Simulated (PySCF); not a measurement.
# How methods differ on the excitation energy of Tb(2+)

Tb(2+) [Xe] 4f9 (high-spin determinant) → Tb(2+) [Xe] 4f8 6s1 (8F), as a difference of total energies. Calculation: PySCF 2.14, in x2c-TZVPPall (11s7p7d4f2g, 113 functions); scalar relativity by spin-free X2C-1e. The calculations carry no spin-orbit coupling.

```csv
method,excitation energy (eV)
UHF,-1.307
M06-2X,1.626
CAM-B3LYP,2.475
revPBE,3.410
```

The basis was made for the ground configuration and has no added diffuse functions, so the excitation energy can come out too high.

The determinant of the lower state mixes LS terms, which raises its energy above the lowest term, most at the Hartree-Fock and MP2 levels.
